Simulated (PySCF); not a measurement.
## As⁺: ionisation energy

As⁺ [Ar] 3d10 4s2 4p2 (3P) → As²⁺ [Ar] 3d10 4s2 4p1 (2P), as a difference of total energies. Computed with PySCF 2.14 in aug-cc-pwCVTZ-PP with ECP10MDF, with a scalar-relativistic core potential. Correlated levels: valence: 3s2 3p6 3d10 frozen; valence and next inner shell: nothing frozen outside the core potential. The calculations carry no spin-orbit coupling.

```tsv
method	ionisation energy (eV)
UHF	17.977
LDA	18.584
PBE	18.438
PBE0	18.507
r2SCAN	18.694
M06-L	18.250
B2PLYP	18.371
wB97X-V	18.303
PBEsol	18.455
MP2 (valence)	18.363
SCS-MP2 (valence)	18.286
MP2 (valence and next inner shell)	18.521
SCS-MP2 (valence and next inner shell)	18.398
```

How much does correlation contribute at MP2 (valence and next inner shell)?

18.521 − (17.977) = 0.544 eV, measured against UHF.

The reference lies between the lowest fine-structure levels, while these numbers refer to the centres of the terms.

Errors of the correlated levels include the incompleteness of this basis and the frozen core.

For comparison: 18.589 eV (measured; NIST Atomic Spectra Database, ionization energies).
